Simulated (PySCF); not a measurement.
CH6FNOSi2.

```xyz
12

N      2.3589     0.2971    -0.2193
Si     1.0175    -0.6420     0.2740
O      0.0287    -1.3536    -0.9207
C     -1.2328    -0.6750    -0.9580
Si    -1.0400     0.4083     0.6100
F     -1.1995     2.0164     0.3608
H      2.2562     1.1534    -0.7504
H      3.2852    -0.1023    -0.3135
H      1.5763    -1.7065     1.1535
H     -1.3456    -0.0914    -1.8899
H     -2.0593    -1.4059    -0.9240
H     -1.9479     0.0755     1.7495
```

The structure is a stationary point at PBE0-D3(BJ)/def2-SVP. The structure was generated by enumeration; whether it is a known compound was not checked. Other conformers were not sampled.

Computed with PBE0/pcSseg-1 (PySCF). Non-relativistic, no solvent.

Computed absolute GIAO shielding of each atom: isotropic value and principal components (ppm):
```json
[
 {"atom": "N1", "σ(iso)": "218.2", "σ11": "184.1", "σ22": "223.1", "σ33": "247.4", "span": "63.3"},
 {"atom": "Si2", "σ(iso)": "342.5", "σ11": "285.9", "σ22": "328.6", "σ33": "412.9", "span": "127.0"},
 {"atom": "O3", "σ(iso)": "220.3", "σ11": "67.2", "σ22": "262.6", "σ33": "331.2", "span": "264.0"},
 {"atom": "C4", "σ(iso)": "117.3", "σ11": "79.4", "σ22": "103.2", "σ33": "169.3", "span": "89.9"},
 {"atom": "Si5", "σ(iso)": "298.0", "σ11": "249.1", "σ22": "315.0", "σ33": "330.0", "span": "80.9"},
 {"atom": "F6", "σ(iso)": "373.9", "σ11": "316.4", "σ22": "368.6", "σ33": "436.9", "span": "120.6"},
 {"atom": "H7", "σ(iso)": "29.7", "σ11": "23.2", "σ22": "26.8", "σ33": "39.1", "span": "15.9"},
 {"atom": "H8", "σ(iso)": "29.4", "σ11": "23.3", "σ22": "24.8", "σ33": "40.1", "span": "16.9"},
 {"atom": "H9", "σ(iso)": "26.2", "σ11": "22.6", "σ22": "24.7", "σ33": "31.3", "span": "8.7"},
 {"atom": "H10", "σ(iso)": "27.0", "σ11": "23.4", "σ22": "25.1", "σ33": "32.4", "span": "9.0"},
 {"atom": "H11", "σ(iso)": "27.0", "σ11": "23.4", "σ22": "25.2", "σ33": "32.4", "span": "9.1"},
 {"atom": "H12", "σ(iso)": "25.2", "σ11": "22.0", "σ22": "23.9", "σ33": "29.7", "span": "7.7"}
]
```
